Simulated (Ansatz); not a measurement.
Geometry optimisation, RKS PBE0/def2-SVP in Ansatz 0.2.0.

Input:

```yaml
crystal:
  periodic: [false, false, false]
  atoms:
    - { symbol: W, position_ang: [0.355288, 0.172365, -0.443508] }
    - { symbol: F, position_ang: [-0.264951, 0.156829, 2.542429] }
    - { symbol: H, position_ang: [1.479551, -0.678407, 0.461017] }
    - { symbol: H, position_ang: [-0.333633, 1.594522, 0.104739] }
    - { symbol: H, position_ang: [-1.228793, 0.106538, 0.087633] }
    - { symbol: H, position_ang: [-0.160557, -1.237872, 0.295109] }
    - { symbol: H, position_ang: [0.547502, 0.07695, -2.15941] }
    - { symbol: P, position_ang: [1.920623, 1.604742, 0.741487] }
    - { symbol: H, position_ang: [3.219852, 1.182031, 0.332286] }
    - { symbol: H, position_ang: [1.879227, 2.86801, 0.081369] }
    - { symbol: H, position_ang: [0.45499, 0.712892, 2.713047] }
basis:
  gaussian: { orbitals: def2-SVP }
hamiltonian:
  xc: pbe0
relax:
  f_tol: 0.03
  max_steps: 50
```

Run as:

```bash
$ ansatz run input.yaml --threads 2 --pin off --max-ram 3072MiB --backend cpu --events-out ev --progress --plain --runs-dir out
```

Where does it end, and by what steps?

The run converged. After 6 steps the energy has fallen by 0.056 eV; H11 moved furthest, 0.31 Å.

```csv
step,energy less start (eV),largest force component (eV/Å),accepted
0,0.0000,0.329,yes
1,-0.0314,0.716,yes
2,-0.0447,0.231,yes
3,-0.0539,0.079,yes
4,-0.0542,0.057,yes
5,-0.0517,0.289,no
6,-0.0560,0.025,yes
```

```xyz
11
Properties=species:S:1:pos:R:3
W 0.336 0.163 -0.432
F -0.158 0.217 2.520
H 1.456 -0.696 0.466
H -0.360 1.582 0.119
H -1.254 0.090 0.086
H -0.182 -1.255 0.291
H 0.554 0.076 -2.145
P 1.862 1.562 0.775
H 3.190 1.168 0.444
H 1.845 2.859 0.186
H 0.580 0.793 2.446
```

Run time: 27 s on 2 threads of Arm Neoverse V2, on a shared host, peak memory 0.22 GiB.
